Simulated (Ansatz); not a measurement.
Cost and result up the ladder for `O=P(O)(O)CCCCCCCCCCCOc1ccccc1` (51 atoms). The state is a singlet with charge 0. Geometry: r2SCAN-D4/def2-SVP.

```xyz
51

O     2.488    0.466   -5.221
P     1.865    1.683   -5.818
O     2.242    3.057   -5.021
O     2.315    1.953   -7.360
C     0.075    1.831   -5.941
C    -0.645    1.796   -4.590
C    -0.599    0.427   -3.908
C    -1.337    0.379   -2.570
C    -0.718    1.248   -1.475
C    -1.416    1.091   -0.125
C    -0.898    2.029    0.967
C     0.595    1.901    1.288
C     1.095    0.518    1.719
C     0.530   -0.022    3.041
C    -0.788   -0.779    2.915
O    -1.215   -1.312    4.162
C    -0.652   -2.453    4.637
C     0.287   -3.236    3.945
C     0.778   -4.406    4.535
C     0.353   -4.809    5.802
C    -0.583   -4.022    6.486
C    -1.081   -2.855    5.914
H     3.007    2.897   -4.447
H     3.096    1.416   -7.566
H    -0.264    1.016   -6.604
H    -0.113    2.778   -6.476
H    -1.699    2.091   -4.747
H    -0.204    2.569   -3.939
H     0.454    0.122   -3.766
H    -1.037   -0.322   -4.592
H    -1.363   -0.668   -2.216
H    -2.394    0.673   -2.716
H    -0.746    2.313   -1.770
H     0.353    0.988   -1.381
H    -1.333    0.037    0.201
H    -2.499    1.269   -0.260
H    -1.491    1.883    1.888
H    -1.095    3.073    0.660
H     0.845    2.626    2.084
H     1.181    2.220    0.407
H     0.922   -0.221    0.913
H     2.192    0.583    1.817
H     1.265   -0.705    3.499
H     0.392    0.802    3.765
H    -0.714   -1.581    2.156
H    -1.607   -0.115    2.603
H     0.645   -2.946    2.955
H     1.510   -5.008    3.987
H     0.746   -5.724    6.254
H    -0.928   -4.322    7.480
H    -1.813   -2.229    6.431
```

Ansatz on 2 threads of AMD EPYC 7R13 on a shared host and a share (18 GiB) of an NVIDIA H100 80GB HBM3. Times are rough, and most runs start from the orbitals of an earlier one. ωB97X-V/def2-TZVP serves as the yardstick here, not as an exact answer. Differences are given only for rows in sets of like size (and for xTB, whose basis is part of the method), since another set adds its own error. Binding counts from free atoms at the same level (O triplet, P quartet, C triplet, H doublet; other spins of the atoms weren't run), without zero-point energy or a counterpoise term.

B3LYP takes the VWN-RPA correlation. Correlated methods freeze 26 core orbitals. The rows differ in basis, and correlated rows in double-zeta sets carry the largest basis error. Single mean-field runs in def2-SVP, def2-TZVP are fitted with def2-universal-jkfit.

Run but left out: HF/6-31G (restricted singlet, unstable in another Hartree–Fock run and untested here).

Correlated methods converge slowly with the basis, most of all in double-zeta sets.

```csv
level,functions,wall time,binding energy per atom (eV),difference from ωB97X-V/def2-TZVP (eV),remarks
B3LYP-D4/6-31G,260,3.2 s,4.24,–,–
PBE-D4/def2-SVP,457,3.4 s,4.58,–,–
PBE0-D4/def2-SVP,457,3.7 s,4.50,–,–
MP2/def2-SVP,457,4.9 s,4.30,–,restricted SCF unstable
r2SCAN-D4/def2-TZVP,862,6.5 s,4.45,0.01,–
BLYP-D4/def2-TZVP,862,7 s,4.42,-0.02,–
PBE-D4/def2-TZVP (with forces),862,7 s,4.55,0.11,–
PBE0-D4/def2-TZVP (with forces),862,8 s,4.47,0.03,–
CAM-B3LYP-D4/def2-TZVP,862,9.5 s,4.45,0.01,–
ωB97X-V/def2-TZVP,862,12 s,4.44,0.00,–
```
